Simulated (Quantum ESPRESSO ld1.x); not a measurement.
One sound ld1.x (Quantum ESPRESSO 7.5) input for the rhodium ion Rh2+ gives E = -4778.4873 hartree in 37 iterations:

```
 &input
    zed=45.0,
    iswitch=1,
    rel=1,
    dft='PZ',
    config='[Kr] 4d7',
    prefix='ld1',
    max_out_wfc=37,
    file_charge='ld1.rho',
 /
```

Changed or added lines, one case at a time, and what came of them:

- config='[Kr] 4d7 4d7': refused. The program stops in el_config with "wavefunction 4D found too many times": a shell may stand twice only as spin up and down (lsd = 1) or as its two j (rel = 2, l > 0), within their capacities.
- dft='B3LPY': silently wrong. The misspelt name is read as B3LYP (index line 7 12 9 7), and as for B3LYP no exact exchange is computed, so the numbers are not those of the hybrid.
- rel=2 cau_fact=30.22: crashed. The program stops in dirsol with "no classical turning point found": with c below Z the Dirac equation of a point nucleus has no 1s solution.
- config='[Kr] 4d7 5g1': refused. The program stops in el_config with "l not found:G": the config string knows s, p, d and f alone.
- rmax=5000.0: harmless. The energy moves by less than 1e-5 hartree against the default mesh (-4778.4873 hartree).
- tr2=1e-1: inaccurate. The cycle stops early, after 5 iterations, and the energy is off by +1.69 hartree against the sound run.
- config='[Kr] 4d7 5d-1': harmless. A negative occupation marks a state as unused; the result equals that of the sound run.
